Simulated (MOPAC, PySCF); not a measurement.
Dissociation curve of SMILES F[SiH2]F. The Si1–F5 bond (Si1 also carries F, H, H; F5 carries nothing else) is stretched with both fragments frozen at the PBE0/def2-TZVP optimised geometry.

UKS-BHandHLYP = unrestricted BHandHLYP/cc-pVDZ (PySCF); RHF/cc-pVDZ (PySCF); PM6, restricted, heats of formation (MOPAC); UCCSD(T) = CCSD(T) on UHF/cc-pVDZ, 7 core orbitals frozen (PySCF).

Energies relative to the lowest point of each curve near equilibrium, in kJ/mol:

```tsv
R / Å	UKS-BHandHLYP	RHF	PM6
1.27	425.4	425.0	45.6
1.36	195.9	194.5	31.6
1.42	103.7	102.0	19.0
1.48	45.8	44.3	7.7
1.74	18.7	20.4	27.9
1.83	51.9	55.6	63.5
2.15	214.6	227.6	229.7
2.65	442.9	479.8	431.1
2.86	495.8	564.5	489.0
3.17	542.1	669.4	555.7
4.75	589.0	948.6	725.0
5.60	589.4	1002.2	766.4
```

Question: What does UCCSD(T) give at the same points?

Answer: 1.27: 455.3; 1.36: 216.3; 1.42: 118.7; 1.48: 56.0; 1.74: 13.8; 1.83: 43.5; 2.15: 197.6; 2.65: 425.8; 2.86: 494.9; 3.17: 560.4; 4.75: 596.0; 5.60: 596.2 (kJ/mol).

The unrestricted determinant behind UKS-BHandHLYP is spin-contaminated at 2.65 to 5.60 Å (<S²> up to 1.0, against 0.00 for a pure singlet). The restricted form behind RHF, PM6 keeps the bonding electrons paired and can't separate into open-shell fragments. The unrestricted determinant behind UCCSD(T) is spin-contaminated at 2.38 to 5.60 Å (<S²> up to 1.0, against 0.00 for a pure singlet).
